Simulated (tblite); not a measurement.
Compound: C3H12N2OSi.
Numbering: `[CH3:1][O:2][Si@H:3]([NH2:4])[N:5]([CH3:6])[CH3:7]` (hydrogens: H8, H9, H10 on C1; H11 on Si3; H12, H13 on N4; H14, H15, H16 on C6; H17, H18, H19 on C7)

Geometry (GFN2-xTB, Å), atoms numbered from 1 in this order:
```
atom  x, y, z in Å
C1     2.5565   -1.3132    0.5058
O2     1.1890   -1.0692    0.4596
Si3    0.4833    0.1751   -0.3092
N4     1.2016    1.6710    0.1734
N5    -1.1215    0.1648    0.2832
C6    -2.0587    1.1477   -0.1838
C7    -1.7691   -1.0480    0.7147
H8     2.7271   -2.1772    1.1499
H9     2.9479   -1.5286   -0.4925
H10    3.0940   -0.4523    0.9102
H11    0.6125   -0.0557   -1.7657
H12    2.1768    1.8164   -0.0286
H13    0.6988    2.5284    0.0228
H14   -1.5309    2.0489   -0.4801
H15   -2.7660    1.3998    0.6120
H16   -2.6344    0.7872   -1.0470
H17   -2.3514   -1.5077   -0.0942
H18   -1.0148   -1.7509    1.0507
H19   -2.4504   -0.8274    1.5417
```

Calculated harmonic vibrations of the isolated species, GFN2-xTB (tblite), most abundant isotopes, no scaling. Errors from tens to a few hundred cm⁻¹ against measured bands are possible. Modes of hydrogen on silicon can be 10 to 20 % off. One conformer, not necessarily the lowest.

Harmonic wavenumbers (cm⁻¹): 43.4, 67.7, 97.5, 123.2, 136.4, 140.6, 194.5, 207.6, 258.0, 278.7, 298.6, 325.1, 393.1, 516.6, 677.4, 709.5, 742.5, 759.4, 848.2, 899.9, 1051.1, 1058.5, 1093.5, 1130.5, 1137.6, 1145.9, 1164.4, 1217.2, 1322.0, 1410.3, 1419.1, 1425.2, 1481.4, 1487.4, 1491.8, 1495.8, 1501.2, 1511.9, 1533.2, 2103.2, 2869.3, 2881.4, 2932.7, 2939.1, 2943.4, 2952.8, 2980.9, 3046.4, 3068.3, 3493.8, 3529.3.

A = 3378, B = 1562, C = 1153 MHz; mass 120.072 u (most abundant isotopes); point group C1, symmetry number 1.

Task: What is the zero-point energy?

Result: ½Σν̃ = 34268 cm⁻¹ = 97.98 kcal/mol.

Task: Entropy at 400 K, 1 bar (ideal gas, RRHO, classical rotation)?

Result: Translation 41.75, rotation 29.24, vibration 45.99: S = 117.0 cal/(mol K).

Task: And Cp and H(400 K) − H(0)?

Result: Cp = 48.54 cal/(mol K), of which vibrations give 40.59 (their classical limit is 51 R = 101.3); H(400 K) − H(0) = 12.27 kcal/mol without the zero-point energy, 9.09 from vibrations.

Task: How do the functions run with temperature in this model?

Result: 
```
 T (K)  S (cal/(mol K))  Cp (cal/(mol K))  H − H(0) (kcal/mol)  G − H(0) (kcal/mol)  ln q(vib)
    50             58.3              14.8                 0.53                -2.39       0.63
   100             71.1              22.4                 1.47                -5.64       2.19
298.15            104.0              40.0                 7.75               -23.26       8.71
373.15            113.7              46.3                10.99               -31.43      10.94
   500            128.6              56.1                17.51               -46.81      14.50
   750            154.3              70.7                33.48               -82.28      20.97
  1000            176.1              80.7                52.49              -123.66      26.84
```

q(vib) and H(0) count from the zero-point level.

Task: What must be added to the electronic energy to get the Gibbs energy at 400 K and 1 bar?

Result: ZPE + [H(400 K) − H(0)] − T·S = 97.98 + 12.27 − 46.79 = 63.46 kcal/mol.

Task: Which modes carry the vibrational entropy at 400 K?

Result: 43.4 cm⁻¹: 5.68; 67.7 cm⁻¹: 4.80; 97.5 cm⁻¹: 4.08; 123.2 cm⁻¹: 3.62; 136.4 cm⁻¹: 3.42; 140.6 cm⁻¹: 3.36 cal/(mol K); the other 45 give 21.03 together.

Task: Blend soft modes into free rotors: weight 1/[1 + (100 cm⁻¹/ν̃)⁴] for the oscillator and the rest for a rotor with moment μB/(μ + B), μ = h/(8π²ν), B = 10⁻⁴⁴ kg m². What vibrational entropy results?

Result: 42.35 cal/(mol K) in place of 45.99, which changes −T·S at 400 K by +1.45 kcal/mol.

Hindered rotation and anharmonicity are outside this model. Other conformers, if any are populated, would add a mixing term that is left out. The structure is chiral; the term R ln 2 for an equal mix with its mirror image is left out.
